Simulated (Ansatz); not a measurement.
Stepwise reaction of `C=C[CH2][Al]([Cl])[Cl]` with hydrogen fluoride, as a gas-phase model of exchange steps in deposition or etching. ΔE in kJ/mol; ΔG adds harmonic PBE0-D4 terms to CCSD(T)/CBS, at 1 bar.

Isolated molecules relaxed with PBE0-D4/def2-TZVP in Ansatz; ΔE leaves out vibrations. CBS: MP2 limit from def2 TZ/QZ plus the TZ coupled-cluster correction, frozen cores. This one scheme is used for every species. DFT in def2-TZVPP. B3LYP here is the variant with VWN-RPA as its local correlation; programs differ in this. One conformer a species, not always the lowest.

| step | reaction | PBE-D4 | B3LYP-D4 | ωB97M-V | CCSD(T)/CBS | ΔG(400 K) |
| --- | --- | --- | --- | --- | --- | --- |
| 1 | `C=C[CH2][Al]([Cl])[Cl]` + H–F → `C=C[CH2][Al]([F])[Cl]` + HCl | -16.7 | -22.7 | -20.7 | -17.9 | -23.8 |
| 2 | `C=C[CH2][Al]([F])[Cl]` + H–F → `C=C[CH2][Al]([F])[F]` + HCl | -17.1 | -23.5 | -20.2 | -18.8 | -25.3 |

Task: By hand: ΔE of the 2 steps together at CCSD(T)/CBS.

Result: (-17.9) + (-18.8) = -36.7 kJ/mol, or -18.4 kJ/mol a step.

In ΔE the steps differ by no more than 0.9 kJ/mol. All are downhill at CCSD(T)/CBS. ΔG lies between -25.3 and -23.8 kJ/mol a step. PBE-D4 differs from CCSD(T)/CBS by 1.2 to 1.7 kJ/mol a step. Isolated molecules leave out the surface, adducts and barriers. Largest T1 diagnostic: 0.012.
